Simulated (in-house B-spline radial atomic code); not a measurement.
**Ionising neutral rubidium with different functionals**

Computed with a radial B-spline atomic code at the basis-set limit: non-relativistic Hamiltonian, point nucleus, spin-polarised at highest spin, spherical fractional occupations for the functionals, and exact exchange of hybrids averaged over the configuration. The ionisation energy is the difference of two self-consistent energies, [Kr] 5s1 → [Ar] 3d10 4s2 4p6, without Breit or QED terms; ε is the level of the shell that loses the electron (its least bound occupied spin orbital). There is no spin-orbit coupling in this Hamiltonian.

```tsv
method	rung	ΔSCF (eV)	-ε(5s) (eV)
PBE0	global hybrid	4.14	2.83
B3LYP	global hybrid	4.27	2.75
TPSSh	global hybrid	4.00	2.49
M06-2X	global hybrid	4.07	3.41
BHandHLYP	global hybrid	4.09	3.13
B97-1	global hybrid	3.96	2.59
HSE06	range-separated hybrid	4.15	2.51
wB97X	range-separated hybrid	3.81	3.85
CAM-B3LYP	range-separated hybrid	4.19	3.49
LC-wPBE	range-separated hybrid	3.97	4.07
```

Task: Among the functionals, which spreads more, the ΔSCF values or the orbital energies?

Result: The orbital energies: ΔSCF values span about 0.45 eV and the orbital energies 1.57 eV.

Task: How do they compare with the NIST value?

Result: NIST lists 4.177 eV (measured, ground level to ground level). Errors run from -0.36 to +0.09 eV; CAM-B3LYP is closest (+0.01 eV), but part of that can be cancellation, since the calculations leave out relativity, Breit-QED terms.
